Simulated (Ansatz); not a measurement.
Consider the substitution at a C–C bond: `C/C=[CH]/[AlH2]` + H–F → `F/C=[CH]/[AlH2]` + CH₄.

Program: Ansatz. Geometries: PBE0-D4/def2-TZVP. ΔE: electronic, gas phase. CBS: MP2 limit from def2 TZ/QZ plus the TZ coupled-cluster correction, frozen cores. This one scheme is used for every species. Double bonds are as drawn, so ΔE can hold a change between cis and trans. Functionals use def2-TZVPP. HSE06 is defined as in plane-wave codes.

```csv
level,ΔE (kJ/mol)
LDA (SPW92),10.2
HSE06-D4,16.6
BHLYP-D4,14.0
ωB97X-V,10.4
LC-ωPBE,11.7
MP2/def2-SVP,16.6
MP2/def2-TZVPP,29.9
HF/CBS(def2),9.0
```

Question: What does CCSD(T)/CBS give? (An estimate is asked.)

Answer: Ansatz gave: +26.7 kJ/mol. The listed levels differ from it by -16.5, -10.1, -12.7, -16.3, -15.0, -10.1, 3.2, -17.7 kJ/mol.

Largest T1 diagnostic among the species: 0.012.

Leaving LDA and LC-ωPBE aside and taking each functional with its dispersion term where it has one, the values, not all of them listed here, spread over 17.4 kJ/mol, from B97M-V to PBE-QIDH. LDA lies +4.2 kJ/mol from PBE without D4. In def2-TZVPP, CCSD(T) changes the Hartree–Fock value by +13.3 kJ/mol (the triples alone add +0.2 kJ/mol) and MP2 by +20.9 kJ/mol.
